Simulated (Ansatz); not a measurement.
BFH6O2Si2, SMILES `FB(O[SiH3])O[SiH3]`, relaxed with RKS PBE-D4/def2-SVP in Ansatz from a rough embedded geometry. The force threshold is 0.03 eV/Å; the program also tests the step.

Charge 0, multiplicity 1.

Start:

```xyz
12

F    -1.432    1.511    0.087
B    -0.470    0.510    0.017
O    -0.416   -0.323   -1.184
Si   -1.407   -1.695   -0.838
O     0.453    0.286    1.124
Si    1.841    1.270    0.818
H    -1.439   -2.585   -1.999
H    -2.800   -1.169   -0.653
H    -1.037   -2.397    0.382
H     2.798    1.087    1.925
H     2.445    0.835   -0.432
H     1.465    2.669    0.754
```

(1) How much energy does the relaxation release, and in how many steps? (Estimate.)

(2) Which bonds change most? (Estimate.)

(3) Give the relaxed structure. (Estimate.)

Results:

(1) Computed: 106.00 kJ/mol, in 16 steps, 1 of them rejected.

(2) The calculation gave: B2–O3 from 1.463 to 1.361 Å; B2–O5 from 1.459 to 1.361 Å; Si6–H12 from 1.450 to 1.503 Å; Si6–H11 from 1.454 to 1.500 Å.

(3) Ansatz gave: 
```xyz
12

F    -1.015    1.079    0.105
B    -0.090    0.098    0.002
O    -0.460   -1.153   -0.385
Si   -1.909   -1.908   -0.809
O     1.216    0.359    0.284
Si    2.099    1.705    0.792
H    -1.808   -2.340   -2.243
H    -3.076   -0.978   -0.633
H    -2.071   -3.111    0.072
H     2.554    1.465    2.202
H     3.291    1.828   -0.110
H     1.268    2.954    0.724
```
